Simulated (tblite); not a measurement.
Species: C6H9FSeSi.
SMILES with atom numbers: `[CH:1]#[C:2][C@@H:3]1[CH2:4][SiH2:5][CH2:6][Se:7][C@H:8]1[F:9]` (hydrogens: H10 on C1; H11 on C3; H12, H13 on C4; H14, H15 on Si5; H16, H17 on C6; H18 on C8)

Computed with GFN2-xTB (tblite), gas phase: L-BFGS steps from a force-field or distance-geometry start until the largest atomic force falls under 0.01 eV/Å.

At the end of the run (lengths in Å): Se7–C8 1.986, C6–Se7 1.966, C2–C3 1.454, C3–H11 1.098, C4–Si5 1.905, Si5–C6 1.903, Si5–H14 1.465, C6–Se7–C8 95.9°, Se7–C8–F9 104.5°, C1–C2–C3 178.1°, C4–C3–C8 111.9°, C2–C3–C4–Si5 177°, C3–C4–Si5–C6 54°, C4–Si5–C6–Se7 -56°, H12–C4–Si5–C6 -68°, H12–C4–C3–C2 -60°.

Question: These geometries were met on the way; a selection of coordinates is given. Order them by energy above the end point, lowest first.
A. Se7–C8 1.990, C6–Se7 1.963, C2–C3 1.454, C3–H11 1.105, C4–Si5 1.909, Si5–C6 1.908, Si5–H14 1.470, C6–Se7–C8 100.6°, Se7–C8–F9 104.0°, C1–C2–C3 172.8°, C4–C3–C8 108.4°, C2–C3–C4–Si5 167°, C3–C4–Si5–C6 67°, C4–Si5–C6–Se7 -57°, H12–C4–Si5–C6 -50°, H12–C4–C3–C2 -75°
B. Se7–C8 2.029, C6–Se7 1.996, C2–C3 1.459, C3–H11 1.084, C4–Si5 1.895, Si5–C6 1.893, Si5–H14 1.465, C6–Se7–C8 100.7°, Se7–C8–F9 106.0°, C1–C2–C3 174.9°, C4–C3–C8 106.8°, C2–C3–C4–Si5 167°, C3–C4–Si5–C6 70°, C4–Si5–C6–Se7 -56°, H12–C4–Si5–C6 -48°, H12–C4–C3–C2 -73°
C. Se7–C8 1.995, C6–Se7 1.975, C2–C3 1.453, C3–H11 1.093, C4–Si5 1.896, Si5–C6 1.905, Si5–H14 1.463, C6–Se7–C8 100.0°, Se7–C8–F9 101.8°, C1–C2–C3 175.7°, C4–C3–C8 110.2°, C2–C3–C4–Si5 169°, C3–C4–Si5–C6 66°, C4–Si5–C6–Se7 -57°, H12–C4–Si5–C6 -54°, H12–C4–C3–C2 -71°
D. Se7–C8 2.021, C6–Se7 2.002, C2–C3 1.418, C3–H11 1.130, C4–Si5 1.899, Si5–C6 1.881, Si5–H14 1.446, C6–Se7–C8 103.2°, Se7–C8–F9 107.8°, C1–C2–C3 177.7°, C4–C3–C8 106.9°, C2–C3–C4–Si5 168°, C3–C4–Si5–C6 71°, C4–Si5–C6–Se7 -55°, H12–C4–Si5–C6 -45°, H12–C4–C3–C2 -74°
E. Se7–C8 1.942, C6–Se7 1.955, C2–C3 1.477, C3–H11 1.083, C4–Si5 1.878, Si5–C6 1.886, Si5–H14 1.473, C6–Se7–C8 107.6°, Se7–C8–F9 111.5°, C1–C2–C3 179.2°, C4–C3–C8 107.3°, C2–C3–C4–Si5 170°, C3–C4–Si5–C6 71°, C4–Si5–C6–Se7 -52°, H12–C4–Si5–C6 -45°, H12–C4–C3–C2 -74°

Answer: C (0.049 eV), A (0.086 eV), B (0.153 eV), D (0.288 eV), E (0.506 eV).

```json
{"step": "14", "E above end (eV)": "0.049", "rms distance from the end, all atoms (Å)": "0.164", "largest force (eV/Å)": "0.240", "rms shift of all bonds from the end (Å)": "0.005"}
{"step": "9", "E above end (eV)": "0.086", "rms distance from the end, all atoms (Å)": "0.184", "largest force (eV/Å)": "0.330", "rms shift of all bonds from the end (Å)": "0.004"}
{"step": "5", "E above end (eV)": "0.153", "rms distance from the end, all atoms (Å)": "0.202", "largest force (eV/Å)": "0.531", "rms shift of all bonds from the end (Å)": "0.014"}
{"step": "2", "E above end (eV)": "0.288", "rms distance from the end, all atoms (Å)": "0.213", "largest force (eV/Å)": "1.792", "rms shift of all bonds from the end (Å)": "0.020"}
{"step": "0", "E above end (eV)": "0.506", "rms distance from the end, all atoms (Å)": "0.220", "largest force (eV/Å)": "1.921", "rms shift of all bonds from the end (Å)": "0.018"}
```

Rows stand in the order of the answer.
